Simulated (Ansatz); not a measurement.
Wavefunction ladder for CH5BFNSi (`C[Si]1(F)BN1`)

Cartesian coordinates in Å:
```
C 0.293 -0.962 1.295
Si -0.572 -0.113 -0.106
F -2.089 0.088 0.377
B 0.021 0.405 -1.843
N 0.162 1.302 -0.783
H -0.140 -1.949 1.472
H 0.193 -0.382 2.216
H 1.353 -1.084 1.067
H 0.269 0.450 -3.005
H 0.509 2.246 -0.689
```

Charge 0, multiplicity 1. Geometry: relaxed with PBE0-D4/def2-TZVP. Frozen core, restricted reference, the Gaussian-basis code of Ansatz. CBS rows extrapolate triple and quadruple zeta; past MP2 they add the triple-zeta difference.

| basis | HF (Eh) | MP2 corr. | CCSD corr. | (T) | CCSD(T) total |
| --- | --- | --- | --- | --- | --- |
| def2-TZVPP | ? | -0.84272 | ? | -0.03403 | ? |
| def2-QZVPP | ? | ? | – | – | – |
| CBS(def2) | -508.49441 | -0.95689 | -0.98967 | as TZ | -509.51811 |

Question: Fill in the withheld values. (Estimate.)

Answer: Ansatz gave: def2-TZVPP HF (Eh): -508.47199; def2-TZVPP CCSD corr.: -0.87550; def2-TZVPP CCSD(T) total: -509.38152; def2-QZVPP HF (Eh): -508.49170; def2-QZVPP MP2 corr.: -0.90831.
